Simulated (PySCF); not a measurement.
# Cost of excited-state runs on `c1ccc[n+](C)c1`, [C₆H₈N]+, charge +1

Bonds (- single, = double, # triple, : aromatic): C1-N2 1.446 Å, N2:C3 1.339 Å, C3:C4 1.379 Å, C4:C5 1.390 Å, C5:C6 1.389 Å, C6:C7 1.381 Å, C7:N2 1.337 Å. C1 carries H8, H9, H10; C3 carries H11; C4 carries H12; C5 carries H13; C6 carries H14; C7 carries H15. Formal charges: N2 +1.

Total charge +1.

PySCF with density fitting, on 1 thread of an Arm Neoverse N1, shared host. Command: `OMP_NUM_THREADS=1 python excited_run.py task.json out`

Task: How long does each of these runs take, and how much memory?
- vibronic structure, BHandHLYP/def2-SVP; full response
- vibronic structure, BHandHLYP/def2-SVP; full response; 2 states
- vibronic structure, BHandHLYP/def2-SVP; full response
- vibronic structure, BHandHLYP/def2-SVP; full response; 2 states

Result: 
| run | level | basis functions | wall time | peak memory (GiB) |
| --- | --- | --- | --- | --- |
| vibronic structure | BHandHLYP/def2-SVP | 138 | 39 s | 0.72 |
| vibronic structure | BHandHLYP/def2-SVP | 138 | 31 s | 0.89 |
| vibronic structure | BHandHLYP/def2-SVP | 138 | 22 s | 0.72 |
| vibronic structure | BHandHLYP/def2-SVP | 138 | 17 s | 0.79 |

Times from a shared host are rough.
